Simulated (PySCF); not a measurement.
CH₃ClFNSi₂, SMILES F[Si@]1(Cl)N=C[SiH2]1.

Geometry: PBE-D3(BJ)/def2-SVP. The structure was generated by enumeration; whether it is a known compound was not checked.

Method: PySCF with TDA-PBE/def2-SVPD.

Vertical excitations. The molecule is in vacuum.

Computed excitation energies, oscillator strengths and character:
```json
[
 {"state": "S1", "energy (eV)": "3.56", "λ (nm)": "349", "f": "0.000", "main pairs": "HOMO→LUMO 98 %"},
 {"state": "S2", "energy (eV)": "4.50", "λ (nm)": "276", "f": "0.000", "main pairs": "HOMO→LUMO+1 98 %"},
 {"state": "S3", "energy (eV)": "4.55", "λ (nm)": "273", "f": "0.000", "main pairs": "HOMO−1→LUMO 97 %"},
 {"state": "S4", "energy (eV)": "4.96", "λ (nm)": "250", "f": "0.003", "main pairs": "HOMO→LUMO+2 97 %"},
 {"state": "S5", "energy (eV)": "5.33", "λ (nm)": "233", "f": "0.007", "main pairs": "HOMO→LUMO+3 94 %"},
 {"state": "S6", "energy (eV)": "5.48", "λ (nm)": "226", "f": "0.006", "main pairs": "HOMO−2→LUMO 78 %"},
 {"state": "S7", "energy (eV)": "5.66", "λ (nm)": "219", "f": "0.002", "main pairs": "HOMO−3→LUMO 85 %"},
 {"state": "S8", "energy (eV)": "5.88", "λ (nm)": "211", "f": "0.015", "main pairs": "HOMO→LUMO+4 95 %"},
 {"state": "S9", "energy (eV)": "6.19", "λ (nm)": "200", "f": "0.017", "main pairs": "HOMO−1→LUMO+1 38 %, HOMO−4→LUMO 32 %, HOMO→LUMO+5 13 %, HOMO−5→LUMO 9 %"},
 {"state": "S10", "energy (eV)": "6.29", "λ (nm)": "197", "f": "0.005", "main pairs": "HOMO→LUMO+5 62 %, HOMO−4→LUMO 21 %"},
 {"state": "T1", "energy (eV)": "2.83", "λ (nm)": "438", "f": "0", "main pairs": "HOMO→LUMO 99 %"},
 {"state": "T2", "energy (eV)": "4.31", "λ (nm)": "287", "f": "0", "main pairs": "HOMO−1→LUMO 56 %, HOMO→LUMO+1 42 %"},
 {"state": "T3", "energy (eV)": "4.33", "λ (nm)": "286", "f": "0", "main pairs": "HOMO→LUMO+1 57 %, HOMO−1→LUMO 42 %"},
 {"state": "T4", "energy (eV)": "4.68", "λ (nm)": "265", "f": "0", "main pairs": "HOMO→LUMO+2 97 %"}
]
```
Triplets are in the Tamm–Dancoff approximation.
